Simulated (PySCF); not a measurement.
C2H8FNSi2, SMILES N[SiH2]/C(F)=C\[SiH3].

Geometry optimised at TPSSh-D3(BJ)/def2-SVP. The structure was generated by enumeration; whether it is a known compound was not checked. Other conformers were not sampled.

Level of theory: TDDFT-PBE/def2-SVPD run with PySCF 2.14.0.

Vertical excitations. Isolated molecule, no solvent.

Computed lowest excited states:
```json
[
 {"state": "S1", "energy (eV)": "4.45", "λ (nm)": "278", "f": "0.030", "main pairs": "HOMO→LUMO 87 %"},
 {"state": "S2", "energy (eV)": "5.46", "λ (nm)": "227", "f": "0.157", "main pairs": "HOMO−1→LUMO 72 %"},
 {"state": "S3", "energy (eV)": "5.95", "λ (nm)": "209", "f": "0.007", "main pairs": "HOMO→LUMO+1 85 %"},
 {"state": "S4", "energy (eV)": "6.07", "λ (nm)": "204", "f": "0.003", "main pairs": "HOMO−2→LUMO 82 %"},
 {"state": "S5", "energy (eV)": "6.16", "λ (nm)": "201", "f": "0.009", "main pairs": "HOMO→LUMO+2 96 %"},
 {"state": "S6", "energy (eV)": "6.35", "λ (nm)": "195", "f": "0.029", "main pairs": "HOMO−1→LUMO+1 78 %"},
 {"state": "S7", "energy (eV)": "6.40", "λ (nm)": "194", "f": "0.003", "main pairs": "HOMO→LUMO+3 63 %, HOMO−3→LUMO 31 %"},
 {"state": "S8", "energy (eV)": "6.47", "λ (nm)": "192", "f": "0.023", "main pairs": "HOMO−3→LUMO 45 %, HOMO→LUMO+3 33 %, HOMO−4→LUMO 7 %"},
 {"state": "S9", "energy (eV)": "6.50", "λ (nm)": "191", "f": "0.010", "main pairs": "HOMO−1→LUMO+2 80 %"},
 {"state": "S10", "energy (eV)": "6.53", "λ (nm)": "190", "f": "0.007", "main pairs": "HOMO−4→LUMO 60 %, HOMO→LUMO+4 22 %, HOMO−3→LUMO 10 %"},
 {"state": "T1", "energy (eV)": "3.77", "λ (nm)": "329", "f": "0", "main pairs": "HOMO−1→LUMO 53 %, HOMO→LUMO 44 %"},
 {"state": "T2", "energy (eV)": "4.21", "λ (nm)": "294", "f": "0", "main pairs": "HOMO→LUMO 55 %, HOMO−1→LUMO 44 %"},
 {"state": "T3", "energy (eV)": "5.71", "λ (nm)": "217", "f": "0", "main pairs": "HOMO→LUMO+1 76 %, HOMO−2→LUMO 20 %"},
 {"state": "T4", "energy (eV)": "5.81", "λ (nm)": "213", "f": "0", "main pairs": "HOMO−2→LUMO 75 %, HOMO→LUMO+1 22 %"}
]
```
Triplets are in the Tamm–Dancoff approximation, which puts them higher than full response would, so one can lie above its singlet here.
